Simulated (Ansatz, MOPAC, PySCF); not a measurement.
Dimer: HF (SMILES F) (first 2 atoms) with N2 (SMILES N#N); geometry from B3LYP-D3(BJ)/def2-TZVP.
(charge 0, multiplicity 1):
```xyz
4

F     -0.3906    -0.2074    -0.6506
H     -0.2831    -0.1725     0.2706
N      0.0794    -0.0573     3.3688
N     -0.0473    -0.0972     2.2872
```

Counterpoise-corrected where a basis set is named; no monomer relaxation.

Frozen-core correlation. Rows in 6-31G* carry no dispersion term and start afresh at each structure (6-31G* with six Cartesian d functions). The state that PM7 reach isn't checked; PM7 holds dispersion and hydrogen-bond terms.

Programs: Ansatz (Gaussian orbitals); MOPAC for PM7 (differences of heats of formation); PySCF for 6-31G* rows, the dispersion terms. Values without a source in brackets are computed.

```tsv
level	interaction energy (kcal/mol)
PM7	-0.18
revPBE-D4/def2-TZVPPD	-2.11
B97M-V/def2-TZVPPD	-2.53
B3LYP/6-31G*	[?]
B3LYP-D4/def2-TZVPPD	-2.45
PBE0/def2-TZVPPD	-2.30
B2PLYP-D4/def2-TZVPPD	-2.41
MP2/aug-cc-pVTZ	-2.31
SCS-MP2/aug-cc-pVDZ	[?]
```

Question: Fill in the missing entries.

Answer: 
- B3LYP/6-31G*, interaction energy (kcal/mol): -1.74
- SCS-MP2/aug-cc-pVDZ, interaction energy (kcal/mol): -1.68

Ansatz is a quantum-chemistry and plane-wave program.
